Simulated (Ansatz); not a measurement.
Frontier orbitals of `[NH2][Hf]([O][SiH3])([O][SiH3])[O][SiH3]`.

Cartesian coordinates in Å:
```
N 2.095 -0.083 1.442
Hf 0.433 0.010 0.275
O 0.998 -0.171 -1.578
Si 1.392 -0.305 -3.156
O -0.462 1.697 0.648
Si -1.263 3.096 0.904
O -0.789 -1.452 0.701
Si -1.681 -2.727 1.182
H 2.944 -0.583 1.221
H 2.206 0.352 2.347
H 0.999 0.929 -3.888
H 0.692 -1.469 -3.760
H 2.860 -0.501 -3.294
H -1.279 3.910 -0.340
H -0.591 3.872 1.980
H -2.664 2.814 1.316
H -0.942 -3.995 0.936
H -2.963 -2.768 0.428
H -1.985 -2.625 2.635
```

Charge 0, multiplicity 1. Correlated methods include outer-core shells of Hf, which these sets cover unevenly. Hf: def2 effective core potential. The structure was optimised at the PBE0-D4/def2-TZVP level. It is one conformer, not always the lowest. Basis def2-TZVPP, Ansatz.

```tsv
functional	HOMO (eV)	LUMO (eV)	gap (eV)
PBE	-6.12	-1.31	4.81
revPBE	-6.05	-1.17	4.88
BLYP	-5.98	-1.21	4.77
B97M-V	-6.52	-1.34	5.18
PBE0	-7.51	-0.55	6.96
r2SCANh	-6.94	-0.65	6.29
CAM-B3LYP	-8.93	0.23	9.16
LC-ωPBE	-10.35	1.42	11.77
ωB97M-V	-9.90	0.74	10.64
HF	-10.92	1.89	12.81
```

Against PBE, PBE0 changes HOMO and LUMO by −1.40 and +0.76 eV, ωB97M-V by −3.78 and +2.05 eV. A gap of 4.81 eV thus becomes 10.64 eV for the same molecule, so an orbital gap means little without its functional. A positive LUMO is unbound and depends on the basis.

LC-ωPBE has ω = 0.4 bohr⁻¹.
